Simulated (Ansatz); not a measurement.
Reaction (ligand exchange at the Si–S bond): `N[SiH2]S[SiH](N)F` + `N[SiH](O)O` → `N[Si@H](F)O[Si@@H](N)O` + `N[SiH2]S`

Program: Ansatz. Geometries: PBE0-D4/def2-TZVP. ΔE: electronic, gas phase. CBS: MP2 limit from def2 TZ/QZ plus the TZ coupled-cluster correction, frozen cores. This one scheme is used for every species. Functionals use def2-TZVPP. One conformer a species, not always the lowest.

```tsv
level	ΔE (kcal/mol)
PBE0-D4	-11.6
ωB97X-V	-14.2
ωB97M-V	-13.9
r2SCAN	-13.4
CCSD/def2-TZVPP	-16.1
CCSD(T)/def2-TZVPP	-14.7
MP2/CBS(def2)	-13.1
CCSD/CBS(def2)	-15.9
```

Question: What does CCSD(T)/CBS give? (Best estimate.)

Answer: The calculation gave: -14.4 kcal/mol. The listed levels differ from it by 2.8, 0.2, 0.5, 1.0, -1.7, -0.3, 1.3, -1.5 kcal/mol.

Largest T1 diagnostic among the species: 0.011.

In def2-TZVPP, CCSD(T) changes the Hartree–Fock value by +6.7 kcal/mol (the triples alone add +1.4 kcal/mol) and MP2 by +8.1 kcal/mol. The D4 term adds +2.0 kcal/mol with B3LYP and +1.0 kcal/mol with PBE0; it sums over pairs of atoms, weighted by their polarisabilities, and B3LYP, whose exchange is more repulsive, gets the larger term.

B3LYP here is the variant with VWN-RPA as its local correlation; programs differ in this.
